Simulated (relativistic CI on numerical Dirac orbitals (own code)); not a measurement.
What each ingredient does to the levels of Ga10+

Base calculation: Dirac-Coulomb-Breit CI, KLI orbitals optimised for each configuration, QED by a radiative potential, unscaled Slater integrals.

CI space (outside the closed core [Ne]): 3s2 3p6 3d3, 3s2 3p5 3d4, 3s 3p6 3d4, 3s2 3p6 3d2 4s, 3s2 3p6 3d2 4p, 3s2 3p6 3d2 4d, 3s2 3p6 3d 4s 4p, 3s2 3p6 3d2 4f, 3s2 3p6 3d2 5s, 3s2 3p5 3d3 4s, 3p6 3d5, 3p5 3d6, 3s2 3p6 3d 4s2, 3s2 3p6 4s2 4p, 3s2 3p6 4s2 4d, 3s2 3p6 4s2 4f, 3s2 3p6 3d 4p2, 3s2 3p6 4s 4p2, 3s2 3p6 4p3, 3s2 3p6 4p2 4d, 3s2 3p6 4p2 4f, 3s2 3p6 3d 4s 4d, 3s2 3p6 4s 4p 4d, 3s2 3p6 4s 4d2, 3s2 3p6 4s 4d 4f. Double excitations out of closed p, d and f shells are left out; levels of such configurations are missing from the list, as are those of other unlisted configurations, and high levels can miss mixing partners. These lack a partner that the ground configuration has and come out too high: 3s2 3p5 3d3 4s.

Variants: (1) Breit term removed; (2) non-relativistic limit. Shifts of the energy above 3s2 3p6 3d3 4F_3/2, in cm⁻¹, for the lowest level and the first level of each name with at least 55 % of one term (blank where a level changes its place among those of its configuration and J or its character, or is not in the variant):

| Level | Base | Δ(1) | Δ(2) |
| --- | --- | --- | --- |
| 3s2 3p6 3d3 4F_3/2 | 0.0 | 0.0 | 0.0 |
| 3s2 3p6 3d3 4F_5/2 | 1999.2 | +219.3 | -1999.2 |
| 3s2 3p6 3d3 4F_7/2 | 4514.3 | +524.4 | -4514.3 |
| 3s2 3p6 3d3 4F_9/2 | 7370.5 | +893.0 | -7370.5 |
| 3s2 3p6 3d3 4P_1/2 | 33375.1 | +226.3 | -2350.0 |
| 3s2 3p6 3d3 4P_3/2 | 33669.1 | +159.1 | -2643.9 |
| 3s2 3p6 3d3 2G_7/2 | 36499.7 | +471.6 | -2852.1 |
| 3s2 3p6 3d3 4P_5/2 | 36662.8 | +474.5 | -5637.6 |
| 3s2 3p6 3d3 2G_9/2 | 38562.7 | +664.3 | -4915.0 |
| 3s2 3p6 3d3 2P_1/2 | 48343.8 | +358.4 | -3733.7 |
| 3s2 3p6 3d3 2H_9/2 | 50541.9 | +728.8 | -4195.9 |
| 3s2 3p6 3d3 2H_11/2 | 51612.5 | +945.9 | -5266.6 |
| 3s2 3p6 3d3 2D_5/2 | 52935.1 | +590.7 | -6122.8 |
| 3s2 3p6 3d3 2F_7/2 | 80749.2 | +607.3 | -3962.0 |

At this charge energies of transitions that change n are usually good to better than 1 %, and those within a shell (Δn = 0) to a few per cent. Terms inside the open d or f shell come out 10 to 20 % too wide with unscaled integrals.

Ionisation energy from the two ground configurations alone: base 280.06 eV. The NIST ASD value (theoretical) is 280 eV.

LS names give the leading component of a level, which can be under half, so a name can repeat, a term be missing and a line seem to break the LS rules.
